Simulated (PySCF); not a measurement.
# Two-component Hartree-Fock for Lu²⁺ (lutetium, charge +2)

Start: [Xe] 4f14 6p1; 6p3/2 filled at m_j = +3/2. Calculated with PySCF 2.14 in x2c-TZVPall-2c (11s11p10d2f1g, 117 functions): generalised Hartree-Fock with the X2C-1e Hamiltonian and a Gaussian nucleus; spin-orbit coupling (SO) screened by Boettger's factors. This is a chosen level, not necessarily the ground level.

| spinor shell | electrons | ε, screened SO (eV) | weight of nominal j (screened SO) | rms radius, screened SO (bohr) |
| --- | --- | --- | --- | --- |
| 1s1/2 | 2 | -63651.5 | 1.000 | 0.0219 |
| 2s1/2 | 2 | -10983.2 | 1.000 | 0.0884 |
| 2p1/2 | 2 | -10464.1 | 1.000 | 0.0754 |
| 2p3/2 | 4 | -9341.1 | 1.000 | 0.0825 |
| 3s1/2 | 2 | -2561.0 | 1.000 | 0.227 |
| 3p1/2 | 2 | -2331.5 | 1.000 | 0.218 |
| 3p3/2 | 4 | -2087.6 | 1.000 | 0.232 |
| 3d3/2 | 4 | -1702.4 | 1.000 | 0.206 |
| 3d5/2 | 6 | -1649.6 | 1.000 | 0.210 |
| 4s1/2 | 2 | -553.94 | 1.000 | 0.509 |
| 4p1/2 | 2 | -459.13 | 1.000 | 0.520 |
| 4p3/2 | 4 | -403.17 | 1.000 | 0.552 |
| 4d3/2 | 4 | -246.72 | 1.000 | 0.585 |
| 4d5/2 | 6 | -236.19 | 1.000 | 0.597 |
| 5s1/2 | 2 | -92.071 | 1.000 | 1.26 |
| 5p1/2 | 2 | -62.647 | 1.000 | 1.40 |
| 5p3/2 | 4 | -55.221 | 1.000 | 1.51 |
| 4f5/2 | 6 | -41.881 | 1.000 | 0.789 |
| 4f7/2 | 8 | -40.321 | 1.000 | 0.798 |
| 6p3/2 | 1 | -14.808 | 1.000 | 4.21 |

```json
{"quantity": "E (hartree)", "screened SO": "-14566.01045"}
{"quantity": "M_J", "screened SO": "3/2"}
{"quantity": "⟨J²⟩", "screened SO": "3.750"}
{"quantity": "⟨L²⟩", "screened SO": "2.104"}
{"quantity": "⟨S²⟩", "screened SO": "0.854"}
```

Each row is a mean over spinors that exchange with the open shell spreads, by up to 0.367 eV (5p3/2).

Breit and QED terms are absent; they matter most for the inner s and p1/2 levels.

Densities and radii are taken from the X2C orbitals without a picture-change correction, which distorts them close to the nucleus.
